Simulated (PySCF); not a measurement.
Bonds (- single, = double, # triple, : aromatic): C1-C2, C2-C3, C2-O4, O4-Si5, Si5-C6, C6-C7, C6-C8, C6-C9. C1 carries H10, H11, H12; C2 carries H13; C3 carries H14, H15, H16; Si5 carries H17, H18; C7 carries H19, H20, H21; C8 carries H22, H23, H24; C9 carries H25, H26, H27.

[PySCF 2.14: PBE0/pcSseg-1 with gauge-including orbitals; GFN2-xTB geometry; one averaged value for each set of equivalent atoms; isolated molecule; non-relativistic; single conformer]

Question: Predict the 2D correlation tables (HSQC, COSY, HMBC).

Answer: 

HSQC (one-bond C–H):
```
                                        δH               δC
                                4.12 (H13)        69.9 (C2)
            1.28 (H10/H11/H12/H14/H15/H16)     27.2 (C1/C3)
1.01 (H19/H20/H21/H22/H23/H24/H25/H26/H27)  27.6 (C7/C8/C9)
```

COSY cross peaks (H two or three bonds apart, from the bond graph; peaks can be absent where the dihedral angle is near 90°):
```
        δH                              δH
4.12 (H13)  1.28 (H10/H11/H12/H14/H15/H16)
```

HMBC (two and three bonds, from the bond graph):
```
                                        δH                                     δC
                            4.69 (H17/H18)  69.9 (C2), 27.6 (C7/C8/C9), 20.7 (C6)
                                4.12 (H13)                           27.2 (C1/C3)
            1.28 (H10/H11/H12/H14/H15/H16)                69.9 (C2), 27.2 (C1/C3)
1.01 (H19/H20/H21/H22/H23/H24/H25/H26/H27)             27.6 (C7/C8/C9), 20.7 (C6)
```

Chemical shifts δ = σref − σ; TMS for ¹H, ¹³C, all at this level.

Short H···H contacts in this conformer between protons four or more bonds apart (candidates for NOE cross peaks, intensity ∝ r⁻⁶): H16···H17 2.68 Å.

Shifts are as computed. Against solution values, carbons near 30 ppm lie about +3 ppm off and those near 130 ppm about +5 ppm. Of 1211 compounds with measured shifts, 218 miss one by over three times the rms of a fit or turn the order of signals round; such compounds aren't used in these exercises.
